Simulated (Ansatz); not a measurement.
A short molecular-dynamics run on the cluster Be6⁺ (the lowest doublet isomer of a short search).

```yaml
crystal:
  periodic: [false, false, false]
  atoms:
    - {symbol: Be, position_ang: [-1.713631, -1.246917, -1.200890]}
    - {symbol: Be, position_ang: [0.086001, 0.547967, 1.374795]}
    - {symbol: Be, position_ang: [1.896467, -0.093266, 0.765438]}
    - {symbol: Be, position_ang: [0.193543, -0.944094, -0.268800]}
    - {symbol: Be, position_ang: [-1.270247, 0.547659, -0.323764]}
    - {symbol: Be, position_ang: [0.807876, 1.188661, -0.346779]}
basis:
  gaussian: {orbitals: "6-31G*"}
total_charge: 1
magnetization: {spin_polarized: true, initial_magnetization: 1}
hamiltonian: {xc: {name: BLYP}}
md: {timestep: 1 fs, n_steps: 15, ensemble: nvt_nose_hoover, temperature: 500, initial_velocities: maxwell_boltzmann, seed: 966}
scf: {omitted_lower_state_checks: [starts]}
```

```sh
$ ansatz run in.yaml --threads 4 --pin off --events-out ev --progress --plain --max-ram 3916MiB
```

| step | time (fs) | potential energy (eV) | kinetic (eV) | T (K) | conserved (eV) |
| --- | --- | --- | --- | --- | --- |
| 0 | 0.0 | -2394.0188 | 0.2585 | 500 | -2393.7603 |
| 1 | 1.0 | -2394.0182 | 0.2579 | 499 | -2393.7603 |
| 2 | 2.0 | -2394.0153 | 0.2551 | 493 | -2393.7602 |
| 3 | 3.0 | -2394.0103 | 0.2501 | 484 | -2393.7602 |
| 4 | 4.0 | -2394.0034 | 0.2432 | 470 | -2393.7602 |
| 5 | 5.0 | -2393.9948 | 0.2346 | 454 | -2393.7602 |
| 6 | 6.0 | -2393.9849 | 0.2248 | 435 | -2393.7602 |
| 7 | 7.0 | -2393.9740 | 0.2139 | 414 | -2393.7601 |
| 8 | 8.0 | -2393.9624 | 0.2024 | 391 | -2393.7601 |
| 9 | 9.0 | -2393.9505 | 0.1905 | 368 | -2393.7601 |
| 10 | 10.0 | -2393.9386 | 0.1787 | 346 | -2393.7601 |
| 11 | 11.0 | -2393.9270 | 0.1671 | 323 | -2393.7601 |
| 12 | 12.0 | -2393.9158 | 0.1560 | 302 | -2393.7601 |
| 13 | 13.0 | -2393.9054 | 0.1456 | 282 | -2393.7600 |
| 14 | 14.0 | -2393.8958 | 0.1361 | 263 | -2393.7600 |
| 15 | 15.0 | -2393.8872 | 0.1276 | 247 | -2393.7600 |

Velocities are drawn at the set temperature; a run this short doesn't reach equilibrium.

The 6-31G sets use Cartesian d functions.

Frames (Å, forces in eV/Å):

```xyz
6
time=0.0 fs
Be   -1.714   -1.247   -1.201   -0.031    0.023    0.001
Be    0.086    0.548    1.375   -0.006   -0.021    0.015
Be    1.896   -0.093    0.765   -0.004    0.013    0.004
Be    0.194   -0.944   -0.269    0.041    0.006    0.016
Be   -1.270    0.548   -0.324   -0.009   -0.016   -0.016
Be    0.808    1.189   -0.347    0.009   -0.005   -0.020
6
time=1.0 fs
Be   -1.722   -1.243   -1.211    0.014    0.027    0.026
Be    0.091    0.547    1.380   -0.025    0.002   -0.030
Be    1.897   -0.089    0.766    0.009    0.014   -0.025
Be    0.192   -0.950   -0.259    0.037    0.000    0.001
Be   -1.262    0.541   -0.324   -0.066    0.006   -0.014
Be    0.803    1.194   -0.353    0.030   -0.050    0.043
6
time=2.0 fs
Be   -1.730   -1.240   -1.221    0.057    0.033    0.050
Be    0.096    0.546    1.385   -0.044    0.024   -0.074
Be    1.898   -0.085    0.767    0.023    0.014   -0.054
Be    0.191   -0.955   -0.250    0.037   -0.005   -0.013
Be   -1.254    0.535   -0.324   -0.123    0.027   -0.013
Be    0.799    1.199   -0.358    0.051   -0.093    0.103
6
time=3.0 fs
Be   -1.737   -1.236   -1.230    0.096    0.038    0.074
Be    0.101    0.545    1.390   -0.065    0.045   -0.116
Be    1.898   -0.081    0.768    0.037    0.012   -0.081
Be    0.190   -0.961   -0.240    0.039   -0.009   -0.024
Be   -1.247    0.529   -0.324   -0.178    0.047   -0.012
Be    0.794    1.204   -0.364    0.071   -0.132    0.160
6
time=4.0 fs
Be   -1.745   -1.232   -1.240    0.133    0.043    0.097
Be    0.106    0.544    1.395   -0.086    0.063   -0.156
Be    1.899   -0.077    0.769    0.050    0.009   -0.108
Be    0.190   -0.966   -0.231    0.043   -0.013   -0.033
Be   -1.239    0.522   -0.324   -0.232    0.065   -0.013
Be    0.790    1.209   -0.369    0.091   -0.167    0.212
6
time=5.0 fs
Be   -1.753   -1.228   -1.250    0.166    0.048    0.119
Be    0.111    0.544    1.400   -0.107    0.080   -0.193
Be    1.900   -0.073    0.769    0.064    0.004   -0.133
Be    0.189   -0.972   -0.221    0.050   -0.014   -0.040
Be   -1.232    0.516   -0.324   -0.283    0.082   -0.014
Be    0.786    1.213   -0.375    0.110   -0.199    0.261
6
time=6.0 fs
Be   -1.760   -1.224   -1.259    0.196    0.052    0.140
Be    0.115    0.543    1.405   -0.129    0.094   -0.227
Be    1.900   -0.068    0.770    0.076   -0.003   -0.157
Be    0.188   -0.978   -0.212    0.059   -0.014   -0.044
Be   -1.225    0.510   -0.324   -0.330    0.098   -0.016
Be    0.782    1.218   -0.380    0.128   -0.227    0.304
6
time=7.0 fs
Be   -1.768   -1.221   -1.269    0.222    0.056    0.159
Be    0.120    0.542    1.409   -0.150    0.106   -0.258
Be    1.901   -0.064    0.770    0.088   -0.010   -0.179
Be    0.187   -0.983   -0.203    0.070   -0.012   -0.047
Be   -1.218    0.504   -0.324   -0.373    0.112   -0.018
Be    0.778    1.222   -0.384    0.143   -0.251    0.342
6
time=8.0 fs
Be   -1.775   -1.217   -1.278    0.246    0.059    0.176
Be    0.124    0.542    1.414   -0.170    0.115   -0.285
Be    1.902   -0.060    0.770    0.098   -0.019   -0.199
Be    0.186   -0.989   -0.193    0.081   -0.008   -0.048
Be   -1.212    0.498   -0.324   -0.412    0.125   -0.020
Be    0.774    1.226   -0.389    0.157   -0.272    0.375
6
time=9.0 fs
Be   -1.781   -1.212   -1.287    0.266    0.061    0.192
Be    0.128    0.542    1.417   -0.190    0.122   -0.309
Be    1.903   -0.056    0.770    0.107   -0.028   -0.217
Be    0.186   -0.995   -0.184    0.092   -0.002   -0.047
Be   -1.206    0.492   -0.324   -0.445    0.137   -0.022
Be    0.770    1.230   -0.392    0.169   -0.290    0.403
6
time=10.0 fs
Be   -1.788   -1.208   -1.296    0.284    0.062    0.207
Be    0.132    0.541    1.421   -0.208    0.126   -0.329
Be    1.904   -0.052    0.770    0.115   -0.038   -0.233
Be    0.185   -1.000   -0.175    0.104    0.007   -0.045
Be   -1.201    0.486   -0.324   -0.473    0.147   -0.024
Be    0.767    1.233   -0.396    0.179   -0.304    0.425
6
time=11.0 fs
Be   -1.794   -1.204   -1.304    0.299    0.063    0.219
Be    0.136    0.541    1.424   -0.225    0.129   -0.346
Be    1.906   -0.048    0.769    0.120   -0.049   -0.247
Be    0.185   -1.006   -0.166    0.115    0.017   -0.043
Be   -1.196    0.481   -0.324   -0.496    0.155   -0.026
Be    0.763    1.236   -0.399    0.187   -0.315    0.442
6
time=12.0 fs
Be   -1.800   -1.200   -1.313    0.311    0.061    0.231
Be    0.140    0.541    1.427   -0.240    0.129   -0.359
Be    1.907   -0.044    0.768    0.123   -0.060   -0.258
Be    0.185   -1.012   -0.157    0.125    0.030   -0.040
Be   -1.191    0.476   -0.324   -0.512    0.163   -0.028
Be    0.760    1.239   -0.401    0.192   -0.323    0.454
6
time=13.0 fs
Be   -1.805   -1.196   -1.321    0.321    0.059    0.240
Be    0.143    0.542    1.429   -0.253    0.127   -0.369
Be    1.909   -0.040    0.767    0.125   -0.071   -0.266
Be    0.184   -1.017   -0.148    0.134    0.045   -0.037
Be   -1.188    0.470   -0.325   -0.523    0.169   -0.029
Be    0.757    1.241   -0.403    0.196   -0.329    0.461
6
time=14.0 fs
Be   -1.811   -1.191   -1.328    0.328    0.055    0.248
Be    0.146    0.542    1.431   -0.263    0.123   -0.375
Be    1.910   -0.036    0.765    0.124   -0.082   -0.272
Be    0.184   -1.023   -0.138    0.142    0.062   -0.035
Be   -1.184    0.465   -0.325   -0.527    0.174   -0.029
Be    0.755    1.243   -0.405    0.197   -0.332    0.463
6
time=15.0 fs
Be   -1.815   -1.187   -1.336    0.333    0.049    0.254
Be    0.149    0.542    1.433   -0.271    0.117   -0.378
Be    1.912   -0.032    0.764    0.121   -0.093   -0.275
Be    0.185   -1.028   -0.129    0.147    0.080   -0.034
Be   -1.182    0.461   -0.325   -0.526    0.179   -0.028
Be    0.752    1.244   -0.406    0.196   -0.333    0.461
```

It took 19 s on 4 threads of Arm Neoverse V1 on a shared host.
